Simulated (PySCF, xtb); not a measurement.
CuH, SMILES [CuH] (connectivity only; charge and spin as stated), neutral, multiplicity 1.

GFN2-xTB run with xtb at its own geometry gives an orbital gap of 5.47 eV and a dipole moment of 3.55 D.

The structure is a stationary point at PBE0-D3(BJ)/def2-TZVPD. The multiplicity is an assumed one; other spin states were not compared.

Task: What does B3LYP/def2-TZVPD run with PySCF give? (The exact figures need the calculation; the answer reports its results.)

Result: gap 4.18 eV (levels -6.56 and -2.38 eV), dipole 2.64 D.
